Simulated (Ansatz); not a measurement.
Program: Ansatz. Geometries: PBE0-D4/def2-TZVP. ΔE: electronic, gas phase. CCSD(T)/CBS adds triple-zeta CCSD(T) − MP2 to the extrapolated MP2 energy (def2 sets, frozen cores). Functionals use def2-TZVPP. B3LYP here is the variant with VWN-RPA as its local correlation; programs differ in this. Each species was taken in one conformer, which may not be the lowest.

Reaction (isomerisation): `C=CN[SiH2]C` → `C=C([SiH3])NC`

```
             level  ΔE (kJ/mol)  difference from CCSD(T)/CBS
            PBE-D4        119.8                        -12.1
         r2SCAN-D4        130.9                         -1.0
           PBE0-D4        125.4                         -6.5
          B3LYP-D4        127.8                         -4.1
           ωB97X-V        127.4                         -4.5
           ωB97M-V        131.3                         -0.6
            B2PLYP        133.3                          1.4
               PBE        122.7                         -9.2
            r2SCAN        131.6                         -0.3
              PBE0        127.9                         -4.0
             B3LYP        132.6                          0.7
     HF/def2-TZVPP        141.1                          9.2
    MP2/def2-TZVPP        133.6                          1.7
SCS-MP2/def2-TZVPP        132.1                          0.2
   CCSD/def2-TZVPP        132.5                          0.6
CCSD(T)/def2-TZVPP        129.4                         -2.5
     HF/def2-QZVPP        142.0                         10.1
    MP2/def2-QZVPP        135.3                          3.4
SCS-MP2/def2-QZVPP        134.0                          2.1
      HF/CBS(def2)        142.1                         10.2
     MP2/CBS(def2)        136.1                          4.2
    CCSD/CBS(def2)        135.0                          3.1
       CCSD(T)/CBS        131.9                            0
```

Largest T1 diagnostic among the species: 0.012.

In def2-TZVPP, CCSD(T) changes the Hartree–Fock value by −11.7 kJ/mol (the triples alone add −3.1 kJ/mol) and MP2 by −7.6 kJ/mol. The D4 term adds −4.7 kJ/mol with B3LYP and −2.5 kJ/mol with PBE0; it sums over pairs of atoms, weighted by their polarisabilities, and B3LYP, whose exchange is more repulsive, gets the larger term. From PBE to PBE0 (25 % exact exchange), in def2-TZVPP and without D4, ΔE moves by +5.2 kJ/mol.
